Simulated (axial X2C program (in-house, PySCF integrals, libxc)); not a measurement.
# SiSb⁻: bond constants with and without spin–orbit coupling

All values were computed with an in-house all-electron X2C program for linear molecules (integrals from PySCF). Spin-free means the one-electron spin-free X2C Hamiltonian; two-component (2c) means X2C with spin–orbit coupling and atomic mean-field two-electron Coulomb and Gaunt terms, so the difference of the two also holds small scalar two-electron terms. Basis: Sb dyall-acv3z [12s13p9d5f1g], Si dyall-av3z [9s8p3d2f] (cores contracted in-house); Gaussian nuclei, density fitting, unrestricted open shells. Masses: Sb 120.904 u, Si 27.977 u.

Input:
```json
{"zs": [51, 14], "q": -1, "bas": ["dyall-acv3z", "dyall-av3z"], "levels": ["PBE0", "HF", "BHandHLYP"], "cc": true, "r0": 2.56, "thr": -1.0, "nmax": 90, "npts": 10, "nst": 2, "ntry": 6}
```
```bash
python so2c.py task.json out
```

Keys: zs atomic numbers; q charge; bas basis sets; levels methods; cc coupled cluster on or off; r0 starting distance in Å; thr threshold in hartree for freezing inner shells (an s shell follows its p shell); nmax most natural virtual spinors; npts points on the curve; nst determinants followed; ntry starts of the search. HF also brings MP2.

State, spin-free: M_S = 0, Λ = 0 (closed shell); electrons by block: σα: 15, σβ: 15, π+α: 7, π+β: 7, π-α: 7, π-β: 7, δ+α: 2, δ+β: 2, δ-α: 2, δ-β: 2. Fragments: Sb + Si-.

State, 2c: Ω = 0 (closed shell); electrons by block: 1/2: 22, -1/2: 22, 3/2: 9, -3/2: 9, 5/2: 2, -5/2: 2. Fragments: Sb + Si-.

| Hamiltonian | level | Re (Å) | ωe (cm⁻¹) | ωexe (cm⁻¹) | Be (cm⁻¹) | αe (cm⁻¹) | De (eV) | k (mdyn/Å) | μ (D) |
| --- | --- | --- | --- | --- | --- | --- | --- | --- | --- |
| spin-free | PBE0 | 2.305 | 467.6 | 1.11 | 0.1397 | 0.000479 | 4.00 | 2.93 | -2.90 |
| spin-free | HF | 2.284 | 503.3 | 1.01 | 0.1422 | 0.000428 | 1.39 | 3.39 | -2.43 |
| spin-free | MP2 | 2.350 | 428.5 | 1.34 | 0.1344 | 0.000555 | 4.02 | 2.46 | n/a |
| spin-free | CCSD | 2.326 | 459.5 | 1.13 | 0.1372 | 0.00048 | 3.67 | 2.83 | n/a |
| spin-free | CCSD(T) | 2.347 | 435.8 | 1.27 | 0.1347 | 0.000526 | 3.99 | 2.54 | n/a |
| spin-free | BHandHLYP | 2.292 | 481.3 | 1.09 | 0.1412 | 0.000467 | 3.86 | 3.1 | -2.67 |
| 2c | PBE0 | 2.306 | 464.8 | 1.13 | 0.1395 | 0.000486 | 3.95 | 2.89 | -2.94 |

Correlated methods: 10 electrons correlated (number of frozen shells: Sb 4 s, 3 p, 2 d; Si 2 s, 1 p), 292 virtual spin orbitals or spinors in MP2, 88 natural virtuals in coupled cluster.

Dipoles are positive if Si is the positive end and refer to the centre of mass.

The state is a single determinant with fixed occupations, the lowest that a limited PBE0 search found. Closed shells are restricted here (equal orbitals for both partners); the stretched side of such a curve lies too high. De is counted from the lowest determinant-based energies of the atoms at the same level, without counterpoise correction. CCSD and (T) use frozen natural virtuals with an MP2 correction for the truncation; (T) itself is uncorrected, so its De runs slightly low. The functionals have no current-density term, which raises determinants with orbital currents, atoms included. The T1 diagnostic is large, a sign of multireference character. With the outer-core shells frozen, correlated bond lengths of heavy atoms tend to come out a few hundredths of an ångström too long. Hartree–Fock gets electron affinities wrong, so its lowest charge split need not be the true one.

No reliable constants came from BHandHLYP (2c), CCSD (2c), CCSD(T) (2c), HF (2c), MP2 (2c): no minimum in range, unconverged points, a curve that is not smooth, a change of character along it, or the two Hamiltonians disagreeing along it.

Rough cost a point (2c) on 1 thread(s) of a shared host, integrals apart: PBE0 1 s.

The whole task took 3.3 min on 1 thread of AMD EPYC 7B13 (Zen 3), on a shared host.
